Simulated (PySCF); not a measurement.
Excitation energy of Cr²⁺ by level of theory

Cr²⁺ [Ar] 3d4 (5D) → Cr²⁺ [Ar] 3d3 4s1 (5F), as a difference of total energies. Computed with PySCF 2.14 in ANO-RCC-VTZP, with scalar relativity by spin-free X2C-1e. Correlated levels: valence: [Ar] frozen. The calculations carry no spin-orbit coupling.

```tsv
method	excitation energy (cm⁻¹)
UHF	46683
MP2 (valence)	50142
SCS-MP2 (valence)	47836
CCSD (valence)	50274
CCSD(T) (valence)	50313
```

A first-order spin-orbit estimate (lowest level to lowest level, LS coupling) adds -0.025 eV.

The basis was made for the ground configuration and has no added diffuse functions, so the excitation energy can come out too high.
